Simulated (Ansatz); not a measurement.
Isomers of C₂H₂AlF, relaxed with PBE0-D4/def2-TZVP in Ansatz; electronic energies, one conformer each and not always the lowest. Functionals use def2-TZVPP; CBS adds triple-zeta CCSD(T) − MP2 to the MP2 limit of def2-TZVPP and def2-QZVPP.

Problem. Order them by energy at frozen-core CCSD(T)/CBS, lowest first. (Estimate.)
A. `FC#[C][AlH2]`
B. `[F][Al]1[CH]=[CH]1`
C. `C#[C][AlH][F]`
D. `F[C]1=[CH][AlH]1`

Solution. C (0.0 kJ/mol), B (71.1 kJ/mol), D (298.2 kJ/mol), A (326.7 kJ/mol).

Problem. How do HF/CBS(def2), PBE-D4, ωB97M-V, B3LYP-D4 place them (kJ/mol, against `C#[C][AlH][F]`)? (Estimate.)

Solution. Computed: 
```json
{"isomer": "`FC#[C][AlH2]`", "HF/CBS(def2)": "321.6", "PBE-D4": "289.9", "ωB97M-V": "311.0", "B3LYP-D4": "309.1"}
{"isomer": "`[F][Al]1[CH]=[CH]1`", "HF/CBS(def2)": "92.8", "PBE-D4": "48.8", "ωB97M-V": "63.4", "B3LYP-D4": "72.5"}
{"isomer": "`F[C]1=[CH][AlH]1`", "HF/CBS(def2)": "318.5", "PBE-D4": "243.2", "ωB97M-V": "275.8", "B3LYP-D4": "283.0"}
```

B3LYP here is the variant with VWN-RPA as its local correlation; programs differ in this.
